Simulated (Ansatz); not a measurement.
```
atom    x (Å)    y (Å)    z (Å)
   C   0.9981   0.0494  -0.0064
   C   0.2929   1.2218  -0.0284
   C  -1.1273   1.1679  -0.0262
   C  -1.8118  -0.0386   0.0178
   C  -1.1324  -1.2275  -0.0468
   C   0.2747  -1.2573  -0.0164
   C   2.3596  -0.0265   0.0064
   H   0.7573   2.1905   0.0175
   H  -1.6915   2.1220  -0.0331
   H  -2.8975   0.0370  -0.0059
   H  -1.6945  -2.2005  -0.0194
   H   0.7684  -2.1572   0.0410
   H   2.9524  -0.8956  -0.0268
   H   2.9506   0.9130  -0.0423
```

Basis set: cc-pVDZ (spherical functions). Left uncorrelated: 7 orbitals. Charge 0, multiplicity 2.

Computed with Ansatz (development build ahead of 0.2.0); each method stands on the lowest determinant of its kind that the runs found.

The atomization energy at this shape (free ground-state atoms in the same class of orbitals less the molecule, no zero-point energy) of doublet C7H7:

```csv
method,atomization energy
UHF,50.13 eV
```

(1) What does UHF-MP2 give?

Results:

(1) 63.22 eV. Caution: the shape is not the minimum; the unrestricted determinant is spin contaminated.
